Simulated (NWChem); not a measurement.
System: CHF, singlet; SMILES [CH]F

Here is an NWChem input.

```
start job
memory heap 200 mb stack 900 mb global 1100 mb
geometry units angstroms
  C     -0.630021     0.428370     0.014010
  F      0.475400    -0.253742    -0.007509
  H     -1.453320    -0.321771    -0.025408
end
basis spherical
  * library def2-tzvp
end
dft
  xc pbe0
  disp vdw 4
  iterations 150
end
driver
  maxiter 120
end
task dft optimize
task dft freq
```

Low-valent species are run as closed-shell singlets; no triplet was tried in these runs.

The level has its own optimisation; frequencies are unscaled.

Problem. Give the results of this calculation. (PBE0-D3(BJ)/def2-TZVP.) Quantities: r C–F (Å); r C–H (Å); highest harmonic frequency (cm⁻¹); lowest (cm⁻¹); zero-point energy (kcal/mol); dipole (D).

Solution. 
```json
{
 "r C–F (Å)": "1.301",
 "r C–H (Å)": "1.126",
 "highest harmonic frequency (cm⁻¹)": "2774",
 "lowest (cm⁻¹)": "1248",
 "zero-point energy (kcal/mol)": "7.8",
 "dipole (D)": "1.50"
}
```
